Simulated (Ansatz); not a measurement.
Relaxed structures of CH$_{4}$OSn, closed shell (PBE0-D4/def2-TZVP; forces vanish, vibrations not checked; lower isomers may exist, and structures with a doubtful reference or unclear bonds are left out; Å). Ansatz 0.2.0; basis: def2-TZVPP; cores frozen in the correlated methods. Filled d shells of the heavier atoms are correlated. Core potentials replace the inner electrons of the atoms past krypton. The def2 sets are not built for correlating such inner shells, so the correlated values are less sure here.

Task: Rank them by CCSD(T) energy, lowest first, and give each one's height above the lowest. Links in brackets join atoms within 1.22 times the sum of their covalent radii (1.1 for two metals). (An estimate is asked for; the value comes from the calculation.)
A.
CH₄OSn ([CH2]1[O][SnH2]1)
```
7
angstrom
C -0.8256 -0.5082 -0.5723
O -0.2972 -1.0752 0.4726
Sn 0.7396 0.8595 0.2050
H -0.5552 -0.8560 -1.5775
H -1.8118 -0.0328 -0.4952
H 0.4326 1.4237 1.7950
H 2.3176 0.1890 0.1723
```
B.
CH₄OSn ([CH3][O][SnH])
```
7
angstrom
C -0.9539 -0.7045 -0.7417
O -0.5348 -0.3167 0.5382
Sn 1.2090 0.4342 1.0626
H -0.1802 -0.5430 -1.5037
H -1.8463 -0.1369 -1.0302
H -1.2211 -1.7677 -0.7413
H 1.8593 0.3796 -0.6093
```
C.
CH₄OSn ([OH][CH][SnH2])
```
7
angstrom
C -0.4052 -0.5388 0.1768
O -1.1670 -1.1054 1.1056
Sn 0.7746 1.1405 0.4599
H -1.9278 -1.5560 0.7204
H -0.7271 -0.7454 -0.8501
H 1.5674 1.0406 1.9829
H 1.9619 0.9803 -0.7780
```

Result: Computed: B (0.000 eV), A (1.616 eV), C (2.216 eV). Heights count from the lowest.

T1 diagnostic: at most 0.026. The T1 diagnostic is large here, which may signal multireference character or strong orbital relaxation, so CCSD(T) is less sure. The restricted Hartree–Fock reference is unstable towards an unrestricted one at one or more of these structures. A large double-excitation amplitude points to some diradical character; no triplet was computed.

For scale, one of the runs: CCSD(T)/def2-TZVPP, 168 basis functions, launched by `ansatz run in.yaml --threads 2 --pin off --events-out ev --progress --plain --max-ram 4352MiB`. The run took 42 s on 2 CPU threads of an Arm Neoverse V2 (shared host), with 1.6 GiB of host memory at its peak.
